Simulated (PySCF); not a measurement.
## Polarisability and C₆ of Mn⁺ (manganese, charge +1)

[Ar] 3d5 4s1, high-spin 7S determinant. Calculation: PySCF 2.14, in aug-cc-pVTZ with one added diffuse shell each of s, p, d, f, g type (9s8p6d4f3g, 118 functions); no relativity, point nucleus. Coupled (time-dependent) response in atomic units; α is the mean over directions.

```tsv
method	mean α (bohr³)	C₆ (like pair)	S(−4)
PBEsol	28.54	149.4	652.1
```

S(−4) is the Cauchy moment in α(ω) = α(0) + S(−4) ω² + …

α(iu) at PBEsol:

| u (hartree) | α(iu) (bohr³) |
| --- | --- |
| 0 | 28.54 |
| 0.0500 | 27.01 |
| 0.100 | 23.39 |
| 0.200 | 15.84 |
| 0.300 | 10.96 |
| 0.500 | 6.328 |
| 0.750 | 4.033 |
| 1.00 | 2.933 |
| 1.50 | 1.854 |
| 2.00 | 1.314 |
| 3.00 | 0.7740 |
| 5.00 | 0.3651 |

For an ion, C₆ is the dispersion term alone; charge-induced terms of lower order in 1/R come first.
